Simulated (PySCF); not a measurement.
## Interval between two levels of O⁺ by level of theory

O⁺ [He] 2s2 2p3 [4S3/2, M_J = 3/2] → O⁺ [He] 2s1 2p3 3s1 [6S5/2, M_J = 5/2], as a difference of total energies. Computed with PySCF 2.14 in x2c-SVPall-2c with one added diffuse shell of s type (4s2p1d, 15 functions), with the two-component X2C-1e Hamiltonian. Correlated levels: 1s2 frozen. "Screened" scales the spin-orbit matrix elements by Boettger's factors to mimic the two-electron term; Breit and QED terms are absent.

| method | interval between two levels (cm⁻¹) |
| --- | --- |
| GHF (screened spin-orbit) | 224380 |
| GMP2 (screened spin-orbit) | 235270 |

The labels give the starting determinants; with spin-orbit coupling the two ends relaxed to ⟨J²⟩ = 3.76, ⟨L²⟩ = 0.00, ⟨S²⟩ = 3.76 and ⟨J²⟩ = 8.75, ⟨L²⟩ = 0.00, ⟨S²⟩ = 8.75.
